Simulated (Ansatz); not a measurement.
`C[Si](O)(F)[SiH3]` + NH₃ → `C[Si](N)(O)F` + SiH₄ at 700 K and 1 bar (cleavage of the Si–Si bond).

Gas-phase electronic energies from Ansatz, PBE0-D4/def2-TZVP geometries. CCSD(T)/CBS adds triple-zeta CCSD(T) − MP2 to the extrapolated MP2 energy (def2 sets, frozen cores). This one scheme is used for every species. Each species was taken in one conformer, which may not be the lowest.

```csv
species,CCSD(T)/CBS energy (Eh),H − E (kJ/mol),S (J/(mol·K))
`C[Si](O)(F)[SiH3]`,-795.51911,302.5,521.5
NH₃,-56.50880,116.9,226.5
`C[Si](N)(O)F`,-560.59755,296.4,476.0
SiH₄,-291.46306,115.5,252.9
```

H − E and S are ideal-gas, rigid-rotor, harmonic terms from PBE0-D4/def2-TZVP, for one conformer and one mirror image of each species. 1 Eh = 2625.50 kJ/mol, R = 8.31446 J/(mol·K).

Problem. By hand: ΔE, ΔH, ΔS and ΔG.

Solution. ΔE = (-560.59755) + (-291.46306) − (-795.51911) − (-56.50880) = -0.03270 Eh = -85.9 kJ/mol. Δ(H − E) = 296.4 + 115.5 − 302.5 − 116.9 = -7.5, so ΔH = -93.4 kJ/mol. ΔS = 476.0 + 252.9 − 521.5 − 226.5 = -19.1 J/(mol·K). ΔG = -93.4 − 700 × (-19.1)/1000 = -80.0 kJ/mol.

Problem. By hand: the equilibrium constant, and the temperature at which ΔG would vanish if ΔH and ΔS stayed fixed.

Solution. log₁₀ K = −ΔG/(RT ln 10) = 6.0. ΔG = 0 at ΔH/ΔS = 4890 K, far beyond where these terms or the molecules hold.

ΔH outweighs TΔS. A doubt of 5 kJ/mol in ΔE shifts log₁₀ K by 0.4 here. Other conformers and mirror images would add mixing entropy, several J/(mol·K) or more a flexible species. These are equilibria of isolated gas molecules and say nothing of rates. Largest T1 diagnostic: 0.012 (customary marks: 0.02 for closed shells, 0.045 for open ones).
